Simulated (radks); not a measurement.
Values are calculated unless marked as measured or tabulated.
Q: Species: Ir III. Configuration: [Xe] 4f14 5d7. Level of theory: non-relativistic Kohn-Sham, Wu-Cohen GGA, spin-polarised, spherical densities, point nucleus; open shells are filled with parallel spins first (spin-orbit coupling, left out, can overturn this in heavy ions); relativity is left out, which matters for an element this heavy (a radial shooting solver on a logarithmic mesh with Libxc functionals). Some entries of the table are withheld. Estimate them.

orbital  occ.  eigenvalue (eV)  <r^2> (bohr^2)  <1/r> (bohr^-1)
1s down     1        -69280.27       0.0005169            76.44
1s up       1        -69280.27       0.0005169            76.44
2s up       1        -11509.60        0.008061            17.97
2s down     1        -11509.38        0.008061            17.97
2p up       3        -11054.60        0.005951            18.00
2p down     3        -11054.43        0.005951            18.00
3s up       1        -2682.269         0.05016            6.940
3s down     1        -2682.185         0.05016            6.940
3p up       3        -2468.930         0.04626            6.894
3p down     3        -2468.844         0.04625            6.894
3d up       5        -2070.481         0.03577            6.822
3d down     5        -2070.339         0.03577            6.822
4s up       1        -569.5551          0.2431            3.017
4s down     1        -569.3773          0.2431            3.017
4p up       3        -478.6498          0.2505            2.927
4p down     3        -478.4609          0.2504            2.927
4d up       5        -311.9557          0.2672            2.739
4d down     5        -311.7290          0.2670            2.739
5s up       1         -96.2288           1.307            1.225
5s down     1         -94.5521           1.298            1.231
4f up       7         -90.7341          0.3320            2.361
4f down     7         -90.4110          0.3298            2.365
5p up       3         -68.3868           1.573              (1)
5p down     3         -66.5560           1.563              (2)
5d up       5         -26.0042           2.943           0.8170
5d down     2         -24.0164           3.004           0.8145
6s up       0         -19.1359           8.666           0.4537
6s down     0         -17.9374           9.153           0.4398
6p up       0         -13.6114           12.34           0.3783
6p down     0         -12.7563           13.20           0.3633

A: 
(1) 5p up <1/r> (bohr^-1): 1.111
(2) 5p down <1/r> (bohr^-1): 1.117
